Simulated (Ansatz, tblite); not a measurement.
Removing and adding an electron: Al₁₀Sb₉Cl₃. The state is a singlet with charge 0. Geometry: PBE-D4/def2-SVP. Ansatz, gas phase; energy differences of separate SCF runs; the oxidised species was run as a doublet alone; the reduced species was run as a doublet alone.

```tsv
atom	x (Å)	y (Å)	z (Å)
Al1	2.690	1.848	2.794
Al2	1.672	1.495	-1.919
Al3	2.067	-0.299	3.940
Al4	0.864	0.228	0.914
Al5	0.349	-3.179	0.184
Al6	-1.567	-0.189	2.186
Al7	-2.021	-1.893	-2.093
Al8	-0.819	2.510	1.065
Al9	-1.410	0.276	-0.572
Al10	-0.923	-0.209	-3.694
Sb11	0.744	1.928	4.673
Sb12	1.799	2.811	0.515
Sb13	-0.409	2.420	-3.327
Sb14	-1.910	2.129	3.481
Sb15	0.449	-1.899	2.619
Sb16	0.907	-1.125	-1.512
Sb17	-2.171	-3.908	-0.342
Sb18	-3.349	-1.357	0.461
Sb19	-2.327	2.675	-1.162
Cl20	3.627	1.471	-2.786
Cl21	1.855	-4.699	0.080
Cl22	-0.120	-1.035	-5.505
```

In the def2 sets Sb takes a core potential; there is no spin–orbit coupling. The xTB rows come from tblite. B3LYP takes the VWN-RPA correlation. Single mean-field runs in def2-SVP are fitted with def2-universal-jkfit.

```json
{"level": "GFN1-xTB", "−HOMO (eV)": "8.51", "vertical IE (eV)": "10.06", "−LUMO (eV)": "8.21", "vertical EA (eV)": "6.68", "HOMO–LUMO gap (eV)": "0.30", "IE − EA (eV)": "3.39", "remarks": "–"}
{"level": "GFN2-xTB", "−HOMO (eV)": "8.15", "vertical IE (eV)": "9.53", "−LUMO (eV)": "8.02", "vertical EA (eV)": "–", "HOMO–LUMO gap (eV)": "0.14", "IE − EA (eV)": "–", "remarks": "–"}
{"level": "PBE-D4/def2-SVP", "−HOMO (eV)": "5.10", "vertical IE (eV)": "6.54", "−LUMO (eV)": "4.26", "vertical EA (eV)": "2.87", "HOMO–LUMO gap (eV)": "0.84", "IE − EA (eV)": "3.68", "remarks": "restricted SCF unstable in HF (singlet)"}
{"level": "B3LYP-D4/def2-SVP", "−HOMO (eV)": "5.59", "vertical IE (eV)": "6.71", "−LUMO (eV)": "3.89", "vertical EA (eV)": "2.91", "HOMO–LUMO gap (eV)": "1.70", "IE − EA (eV)": "3.80", "remarks": "restricted SCF unstable in HF (singlet)"}
{"level": "PBE0-D4/def2-SVP", "−HOMO (eV)": "5.85", "vertical IE (eV)": "6.84", "−LUMO (eV)": "3.93", "vertical EA (eV)": "3.06", "HOMO–LUMO gap (eV)": "1.91", "IE − EA (eV)": "3.78", "remarks": "restricted SCF unstable in HF (singlet)"}
```

Relaxing the reduced species (PBE-D4/def2-SVP) changes its energy by -0.53 eV at PBE-D4/def2-SVP, so the adiabatic electron affinity to this nearest minimum is 3.40 eV. At PBE0-D4/def2-SVP it is 3.56 eV.     Raw xTB energy differences between charge states are shifted by several eV; the methods need an empirical correction for them. Sets without diffuse functions give affinities that are too small.
